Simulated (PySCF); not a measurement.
C2HF2O2, SMILES F[C](C(O)=O)F, multiplicity 2. Atoms are numbered in the order given.

```xyz
7

O     -1.2294     1.3231     0.0000
C     -0.1458     0.7681     0.0000
O      1.0521     1.4003     0.0000
C      0.0131    -0.6656     0.0000
F     -1.0186    -1.4682     0.0000
F      1.1703    -1.2825     0.0000
H      0.8495     2.3535     0.0000
```
Charge 0, spin multiplicity 2.

Coordinates come from a TPSSh-D3(BJ)/def2-SVP optimisation. A frequency run showed that this geometry is not a minimum. The isomer is the one that the SMILES or the coordinates give; other isomers of the formula were not compared. The values are those of a single conformer.

Method: PBE/def2-TZVP (PySCF).

Atomic charges (e):

```json
[
 {"atom": "O1", "Löwdin": "0.12", "Mulliken": "-0.27", "Mulliken spin": "0.18"},
 {"atom": "C2", "Löwdin": "-0.59", "Mulliken": "0.13", "Mulliken spin": "0.02"},
 {"atom": "O3", "Löwdin": "0.12", "Mulliken": "-0.32", "Mulliken spin": "0.03"},
 {"atom": "C4", "Löwdin": "-0.42", "Mulliken": "0.30", "Mulliken spin": "0.63"},
 {"atom": "F5", "Löwdin": "0.29", "Mulliken": "-0.08", "Mulliken spin": "0.07"},
 {"atom": "F6", "Löwdin": "0.28", "Mulliken": "-0.08", "Mulliken spin": "0.07"},
 {"atom": "H7", "Löwdin": "0.20", "Mulliken": "0.32", "Mulliken spin": "0.00"}
]
```

Computed Mayer and Wiberg (Löwdin basis) orders of the bonds:
```csv
bond,Mayer,Wiberg
O1–C2,1.98,2.60
C2–O3,1.20,1.75
C2–C4,1.19,1.38
C4–F5,1.24,1.92
C4–F6,1.21,1.91
O3–H7,0.86,0.96
```
